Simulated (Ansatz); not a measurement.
System: MoO3, net charge 0, singlet state. 
Coordinates optimised at B3LYP-D3(BJ)/def2-TZVP (Ansatz, a first-principles code):
SMILES: [O]=[Mo](=[O])=[O]
```xyz
4

Mo     0.1150    -0.0934    -0.1301
O     -1.3111    -1.0045     0.0855
O     -0.2554     1.4536    -0.7464
O      0.9630     0.0413     1.3440
```
Charge 0, spin multiplicity 1.

Property: atomisation energy (electronic, to ground-state atoms), in eV. Cores are frozen in the correlated levels unless marked. Open shells are spin-unrestricted. Spin-orbit coupling is left out. The frozen core is the preceding noble-gas configuration, with the filled d and f shells of earlier blocks. In def2 rows, elements after Kr have scalar-relativistic effective core potentials. The coupled-cluster limit lacks core correlation, which all-electron functionals hold. Basis-set limits of correlation are two-point, X^-3; Hartree-Fock from the larger set. The bracket is a focal-point correction in the basis named.

```csv
level,program,atomisation energy (eV),minus last row
HF/def2-QZVPP,Ansatz,4.60,-13.34
BLYP-D3(BJ)/def2-TZVPD,Ansatz + dftd3,19.95,2.01
B3LYP-D3(BJ)/def2-TZVPD,Ansatz + dftd3,17.99,0.05
PBE0-D3(BJ)/def2-TZVPD,Ansatz + dftd3,17.17,-0.77
BHLYP/def2-TZVPD,Ansatz,14.42,-3.52
r2SCANh/def2-TZVPD,Ansatz,17.22,-0.72
r2SCAN0/def2-TZVPD,Ansatz,15.74,-2.20
HSE06-D3(BJ)/def2-TZVPD,Ansatz + dftd3,17.20,-0.74
HSE06/def2-TZVPD,Ansatz,17.15,-0.79
LC-wPBE-D3(BJ)/def2-TZVPD,Ansatz + dftd3,17.18,-0.76
LC-wPBE/def2-TZVPD,Ansatz,17.10,-0.84
B2GP-PLYP-D3(BJ)/def2-TZVPD,Ansatz + dftd3,18.33,0.39
B2PLYP-D3(BJ)/def2-TZVPD,Ansatz + dftd3,18.73,0.79
B2PLYP-D4/def2-TZVPD,Ansatz + dftd4,18.72,0.78
RPA@PBE/def2-TZVPP,Ansatz,16.40,-1.54
MP2/def2-SVP,Ansatz,18.68,0.74
SCS-MP2/def2-SVP,Ansatz,18.21,0.27
CCSD/def2-TZVPPD,Ansatz,15.49,-2.45
CCSD(T)/def2-SVP,Ansatz,16.03,-1.91
CCSD(T)/def2-TZVPPD,Ansatz,17.28,-0.66
"RI-MP2/CBS(def2-TZVPPD,def2-QZVPPD)+[CCSD(T)-MP2]/def2-TZVPPD",Ansatz,17.94,0.00
```

The Hartree-Fock reference is unstable (checked in the largest basis), which strains HF and MP2. The T1 diagnostic of CCSD in the largest basis is 0.034, which is high, so the coupled-cluster rows are less sure than usual.
